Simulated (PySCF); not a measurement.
C3H2F3, SMILES [CH]=CC(F)(F)F, multiplicity 2.

Coordinates come from a PBE0-D3(BJ)/def2-SVP optimisation. The isomer is the one that the SMILES or the coordinates give; other isomers of the formula were not compared.

Computed with SMD-B3LYP/6-31G* (PySCF).

Solvation free energies are E(SMD) − E(gas) at the gas-phase geometry, for 1 M in both phases. In vacuum the dipole moment is 2.36 D.

| solvent | ΔG(solv) (kcal/mol) | its non-electrostatic (CDS) part | dipole (D) |
|---|---|---|---|
| water | 1.6 | 5.2 | 2.88 |
| dichloromethane | -2.0 | 1.0 | 2.81 |
| acetone | -1.8 | 1.5 | 2.86 |
